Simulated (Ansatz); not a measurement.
`OCS[SiH3]`. Charge 0, multiplicity 1.

| atom | x (Å) | y (Å) | z (Å) |
| --- | --- | --- | --- |
| O1 | 1.8424 | -0.2427 | 0.9666 |
| C2 | 0.9285 | 0.7795 | 0.7451 |
| S3 | -0.8171 | 0.3391 | 1.1148 |
| Si4 | -1.3414 | -0.5066 | -0.7634 |
| H5 | 1.6399 | -0.9777 | 0.3803 |
| H6 | 1.1738 | 1.5821 | 1.4399 |
| H7 | 0.9741 | 1.1750 | -0.2757 |
| H8 | -2.7072 | -1.0654 | -0.6268 |
| H9 | -0.3916 | -1.5950 | -1.1340 |
| H10 | -1.3014 | 0.5115 | -1.8467 |

(1) What are the harmonic wavenumbers in cm⁻¹ at PBE0-D4/def2-TZVP (Ansatz, finite differences of forces, unscaled)? (An estimate is asked.)

(2) Is this a minimum?

(3) Give the ideal-gas thermochemistry at 298.15 K and 1 bar (rigid rotor, harmonic oscillator; point group C1, symmetry number 1).

(4) And at 400, 500, 600, 800 and 1000 K?

(5) Rotational constants (cm⁻¹)?

## Answers

(1) Computed: 58, 94, 165, 303, 400, 521, 624, 629, 683, 911, 924, 936, 961, 1101, 1195, 1322, 1395, 1486, 2193, 2217, 2254, 3035, 3140, 3845.

(2) Yes, all 24 modes are real.

(3) Zero-point energy 181.8 kJ/mol; H(298) − E = 201.7 kJ/mol; entropy 340.3 J/(mol·K), of which translation 165.5, rotation 110.4, vibration 64.3; G(298) − E = 100.2 kJ/mol. Modes under 100 cm⁻¹ are hindered rotations or soft bends, so the harmonic entropy is rough.

(4) 
```tsv
T (K)	H − E (kJ/mol)	S (J/mol/K)	G − E (kJ/mol)
400	212.7	372.1	63.9
500	225.4	400.3	25.3
600	239.5	426.0	-16.1
800	271.2	471.4	-105.9
1000	306.2	510.4	-204.2
```

(5) 0.253, 0.08871, 0.07297.
